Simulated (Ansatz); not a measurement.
Total energies of `CCCCCCCCCCO` from Ansatz at PBE0-D4/def2-TZVP, gas phase (1 Eh = 27.2114 eV = 2625.5 kJ/mol). The reference geometry is relaxed at PBE0-D4/def2-SVP.

Cartesian coordinates in Å:
```
C -5.525 -0.732 0.768
C -4.033 -0.870 1.027
C -3.182 0.083 0.200
C -1.687 -0.044 0.458
C -0.844 0.914 -0.374
C 0.653 0.871 -0.086
C 1.329 -0.445 -0.453
C 2.829 -0.487 -0.179
C 3.664 0.476 -1.013
C 5.161 0.336 -0.778
O 5.549 0.642 0.537
H -5.767 -0.931 -0.289
H -5.878 0.286 0.998
H -6.112 -1.433 1.380
H -3.826 -0.701 2.099
H -3.715 -1.908 0.824
H -3.383 -0.087 -0.874
H -3.500 1.124 0.399
H -1.486 0.133 1.531
H -1.380 -1.087 0.264
H -1.015 0.711 -1.447
H -1.210 1.942 -0.205
H 0.825 1.079 0.986
H 1.139 1.697 -0.632
H 0.849 -1.270 0.100
H 1.150 -0.658 -1.524
H 3.194 -1.516 -0.353
H 2.997 -0.278 0.894
H 3.458 0.308 -2.085
H 3.377 1.518 -0.794
H 5.706 1.036 -1.430
H 5.485 -0.686 -1.069
H 5.176 -0.026 1.121
```

| state | geometry | energy (Eh) |
| --- | --- | --- |
| charge 0 singlet | reference | -469.16476 |
| charge 1 doublet | reference | -468.80930 |
| charge 1 doublet | relaxed at PBE0-D4/def2-SVP | -468.81829 |
| charge -1 doublet | reference | -469.08836 |
| free C atom (triplet) | – | -37.80537 |
| free O atom (triplet) | – | -75.01860 |
| free H atom (doublet) | – | -0.50104 |

Work out the vertical ionisation energy to the doublet.

E(charge 1 doublet) − E(charge 0 singlet) = -468.80930 − (-469.16476) = 0.35546 Eh = 9.67 eV. For comparison, −ε of the highest occupied level is 7.75 eV at this level, 1.92 eV less.

Work out the vertical electron affinity, to the doublet.

E(charge 0 singlet) − E(charge -1 doublet) = -469.16476 − (-469.08836) = -0.07640 Eh = -2.08 eV; negative, so the extra electron isn't bound. The basis lacks diffuse functions, which makes affinities too small.

Give the fundamental gap IE − EA, the Mulliken electronegativity (IE + EA)/2 and the hardness (IE − EA)/2.

From the values in Eh: IE − EA = 0.35546 − (-0.07640) = 0.43186 Eh = 11.75 eV; (IE + EA)/2 = 3.80 eV; (IE − EA)/2 = 5.88 eV. The HOMO–LUMO gap of the same run is 8.80 eV, 2.95 eV smaller than the fundamental gap.

How much does the charge 1 doublet relax, and what is the adiabatic ionisation energy?

Relaxation: -468.80930 − (-468.81829) = 0.00899 Eh = 0.24 eV. Adiabatic ionisation energy: 0.34647 Eh = 9.43 eV, without zero-point energy. 

What is the binding energy per atom against free atoms?

Atoms: 10 × (-37.80537) + 1 × (-75.01860) + 22 × (-0.50104) = -464.09518 Eh. Binding: -464.09518 − (-469.16476) = 5.06958 Eh = 137.95 eV, or 4.18 eV for each of 33 atoms (no zero-point energy, no counterpoise term).

At PBE0-D4/def2-TZVP the highest occupied level of the charge -1 doublet lies above zero (up to 3.14 eV). By energy differences it is unbound by 2.08 eV (vertical, against the charge 0 singlet, at PBE0-D4/def2-TZVP) and held by the finite basis.
